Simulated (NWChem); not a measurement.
System: GeH₄O; SMILES [OH][GeH3]

Results from NWChem. Coordinates come from a PBE0/def2-SVP optimisation. Ions are spin-unrestricted doublets at the neutral geometry; other ion states weren't tried. Functional: LC-ωPBE (HJS hole) with def2-SVP; rows give the range parameter ω in 1/bohr.

For range parameter (1/bohr) 0.30:

* **vertical ionisation energy, ΔSCF (eV)**: 10.94
* **−ε(HOMO) (eV)**: 10.28

### Question
How do the values read with range parameter (1/bohr) 0.15 instead?

### Answer
| Item | Value |
|---|---|
| vertical ionisation energy, ΔSCF (eV) | 10.56 |
| −ε(HOMO) (eV) | 8.71 |
